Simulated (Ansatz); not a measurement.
`[CH3][Ge]([OH])([OH])[OH]` → C• + Ge• + 6 H• + 3 O•  (atomization)

Isolated molecules relaxed with PBE0-D4/def2-TZVP in Ansatz; ΔE leaves out vibrations. CBS: MP2 limit from def2 TZ/QZ plus the TZ coupled-cluster correction, frozen cores. This one scheme is used for every species, atoms too. Functionals use def2-TZVPP. HSE06 is defined as in plane-wave codes. No spin–orbit coupling; open shells (•) take unrestricted orbitals. Spin–orbit coupling would lower the free atoms: a little for C, O; clearly for Ge. For Ge outer-core shells are correlated without core-valence functions, so the limit isn't a true one: a few kJ/mol of doubt a bond, and 10 to 20 or more in all where bonds break to atoms. Scalar relativity is left out up to krypton. Each species was taken in one conformer, which may not be the lowest.

(1) What is ΔE at CCSD(T)/CBS? (An estimate is asked.)

(2) What do these levels give: PBE, revPBE, HSE06, CCSD(T)/def2-SVP, MP2/def2-QZVPP, CCSD/CBS(def2)? (Best estimate.)

Largest T1 diagnostic among the species: 0.011.

Results:

(1) Ansatz gave: +42.90 eV.

(2) Computed: PBE 42.98, revPBE 41.31, HSE06 42.01, CCSD(T)/def2-SVP 39.65, MP2/def2-QZVPP 43.44, CCSD/CBS(def2) 42.19 eV.

The D4 term adds +0.34 eV with B3LYP and +0.18 eV with PBE0; it sums over pairs of atoms, weighted by their polarisabilities, and B3LYP, whose exchange is more repulsive, gets the larger term. In def2-TZVPP, CCSD(T) changes the Hartree–Fock value by +12.18 eV (the triples alone add +0.70 eV) and MP2 by +13.20 eV; breaking electron pairs costs correlation energy, which Hartree–Fock lacks.

B3LYP here is the variant with VWN-RPA as its local correlation; programs differ in this.

For atomizations the MP2-based limit and the directly extrapolated one differ by several kJ/mol either way, and by 10 to 25 for some Ge, Se and Sn compounds, so smaller differences from it don't rank the levels.
